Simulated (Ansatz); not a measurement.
`NB(F)/C=C/[SiH3]` + H–F → `NB(F)F` + `C=C[SiH3]` at 400 K and 1 bar (ligand exchange at a B–C bond).

Computed with Ansatz on PBE0-D4/def2-TZVP structures; ΔE is electronic, products minus reactants. CCSD(T)/CBS is the MP2 limit (def2-TZVPP, def2-QZVPP) plus CCSD(T) − MP2 in def2-TZVPP, frozen cores. This one scheme is used for every species. Each species was taken in one conformer, which may not be the lowest.

```json
{"species": "`NB(F)/C=C/[SiH3]`", "CCSD(T)/CBS energy (Eh)": "-548.78114", "H − E (kJ/mol)": "280.4", "S (J/(mol·K))": "410.3"}
{"species": "H–F", "CCSD(T)/CBS energy (Eh)": "-100.39570", "H − E (kJ/mol)": "36.5", "S (J/(mol·K))": "182.2"}
{"species": "`NB(F)F`", "CCSD(T)/CBS energy (Eh)": "-280.46129", "H − E (kJ/mol)": "117.6", "S (J/(mol·K))": "292.4"}
{"species": "`C=C[SiH3]`", "CCSD(T)/CBS energy (Eh)": "-368.76077", "H − E (kJ/mol)": "199.4", "S (J/(mol·K))": "311.5"}
```

H − E and S are ideal-gas, rigid-rotor, harmonic terms from PBE0-D4/def2-TZVP, for one conformer and one mirror image of each species. 1 Eh = 2625.50 kJ/mol, R = 8.31446 J/(mol·K).

Problem. By hand: ΔE, ΔH, ΔS and ΔG.

Solution. ΔE = (-280.46129) + (-368.76077) − (-548.78114) − (-100.39570) = -0.04522 Eh = -118.7 kJ/mol. Δ(H − E) = 117.6 + 199.4 − 280.4 − 36.5 = 0.1, so ΔH = -118.6 kJ/mol. ΔS = 292.4 + 311.5 − 410.3 − 182.2 = 11.4 J/(mol·K). ΔG = -118.6 − 400 × (11.4)/1000 = -123.2 kJ/mol.

Problem. By hand: the equilibrium constant, and the temperature at which ΔG would vanish if ΔH and ΔS stayed fixed.

Solution. log₁₀ K = −ΔG/(RT ln 10) = 16.1. ΔH and −TΔS have one sign here, so there is no such temperature.

The number of gas molecules stays the same, so ΔS is small and ΔH decides. A doubt of 5 kJ/mol in ΔE shifts log₁₀ K by 0.7 here. Other conformers and mirror images would add mixing entropy, several J/(mol·K) or more a flexible species. These are equilibria of isolated gas molecules and say nothing of rates. Largest T1 diagnostic: 0.012 (customary marks: 0.02 for closed shells, 0.045 for open ones).

ΔS is within the doubt of such terms, so its sign, and with it that verdict, could turn.
